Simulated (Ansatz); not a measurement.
`[F][Sn]([F])([F])[F]` + H₂ → `[F][SnH]([F])[F]` + H–F at 298.15 K and 1 bar (hydrogenolysis of the Sn–F bond).

Computed with Ansatz on PBE0-D4/def2-TZVP structures; ΔE is electronic, products minus reactants. CCSD(T)/CBS adds triple-zeta CCSD(T) − MP2 to the extrapolated MP2 energy (def2 sets, frozen cores). This one scheme is used for every species. def2 core potentials past Kr. For Sn outer-core shells are correlated without core-valence functions, which leaves a few kJ/mol of doubt a bond.

```tsv
species	CCSD(T)/CBS energy (Eh)	H − E (kJ/mol)	S (J/(mol·K))
`[F][Sn]([F])([F])[F]`	-613.31403	40.5	324.4
H₂	-1.17544	35.1	130.4
`[F][SnH]([F])[F]`	-514.09299	50.3	312.4
H–F	-100.39570	33.5	173.6
```

H − E and S are ideal-gas, rigid-rotor, harmonic terms from PBE0-D4/def2-TZVP. The MP2-based limit puts H₂ 0.8 mEh under its directly extrapolated value; such offsets cancel only in part. 1 Eh = 2625.50 kJ/mol, R = 8.31446 J/(mol·K).

**Question.** By hand: ΔE, ΔH, ΔS and ΔG.

**Answer.** ΔE = (-514.09299) + (-100.39570) − (-613.31403) − (-1.17544) = 0.00078 Eh = 2.0 kJ/mol. Δ(H − E) = 50.3 + 33.5 − 40.5 − 35.1 = 8.2, so ΔH = 10.2 kJ/mol. ΔS = 312.4 + 173.6 − 324.4 − 130.4 = 31.2 J/(mol·K). ΔG = 10.2 − 298.15 × (31.2)/1000 = 0.9 kJ/mol.

**Question.** By hand: the equilibrium constant, and the temperature at which ΔG would vanish if ΔH and ΔS stayed fixed.

**Answer.** log₁₀ K = −ΔG/(RT ln 10) = -0.2. ΔG = 0 at ΔH/ΔS = 327 K.

TΔS isn't small against ΔH here. The sign of ΔG lies within the doubt. A doubt of 5 kJ/mol in ΔE shifts log₁₀ K by 0.9 here. These are equilibria of isolated gas molecules and say nothing of rates. Largest T1 diagnostic: 0.015 (customary marks: 0.02 for closed shells, 0.045 for open ones).
